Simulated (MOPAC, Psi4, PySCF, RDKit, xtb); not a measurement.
Two geometries of SMILES BCF (CH₄BF), relaxed at B3LYP-D3(BJ)/def2-SVP with one dihedral held; other torsions can differ between them too.

Structure A

```
7

B      0.9132     0.0112    -0.0226
C     -0.6654    -0.0347     0.0996
F     -1.1152    -0.9145    -0.8910
H      1.5168     1.0296    -0.2526
H      1.5101    -1.0342     0.0277
H     -1.1704     0.9333    -0.0616
H     -0.9814    -0.4083     1.0946
```

Structure B

```
7

B      0.9114     0.0162    -0.0562
C     -0.6376    -0.0166     0.0575
F     -1.2768     1.2040    -0.0721
H      1.5201     1.0379    -0.2450
H      1.5010    -1.0316     0.0517
H     -0.9157    -0.4742     1.0322
H     -1.0382    -0.7224    -0.7030
```

Task: Which is lower in energy at the level DF-MP2 (frozen core)/cc-pVTZ // B3LYP-D3(BJ)/def2-SVP (Psi4), and by how much?

Result: B is lower, by 21.84 kJ/mol (dihedral H4–B1–C2–F3: 120° in A, 0° in B).

E(B) − E(A) in kJ/mol at the other levels, on the same two geometries: B3LYP/def2-TZVP // B3LYP-D3(BJ)/def2-SVP (Psi4) -23.02; B3LYP-D3(BJ)/def2-TZVP // B3LYP-D3(BJ)/def2-SVP (Psi4) -23.04; PBE/def2-TZVP // B3LYP-D3(BJ)/def2-SVP (Psi4) -25.09; PBE-D3(BJ)/def2-TZVP // B3LYP-D3(BJ)/def2-SVP (Psi4) -25.11; r2SCAN/def2-TZVP // B3LYP-D3(BJ)/def2-SVP (Psi4) -25.18; HF/cc-pVTZ // B3LYP-D3(BJ)/def2-SVP (Psi4) -19.67; UFF // B3LYP-D3(BJ)/def2-SVP (RDKit) 2.94; AM1, restricted, heats of formation // B3LYP-D3(BJ)/def2-SVP (MOPAC) -15.99; PM7, restricted, heats of formation // B3LYP-D3(BJ)/def2-SVP (MOPAC) -11.33; GFN1-xTB // B3LYP-D3(BJ)/def2-SVP (xtb) -16.62; restricted B3LYP/6-31G*, spherical d // B3LYP-D3(BJ)/def2-SVP (PySCF) -21.41; restricted M06-2X/6-31G*, spherical d // B3LYP-D3(BJ)/def2-SVP (PySCF) -21.38; restricted MP2 (frozen core)/3-21G // B3LYP-D3(BJ)/def2-SVP (PySCF) -18.68; restricted LDA (SVWN5)/6-31G*, spherical d // B3LYP-D3(BJ)/def2-SVP (PySCF) -28.33.
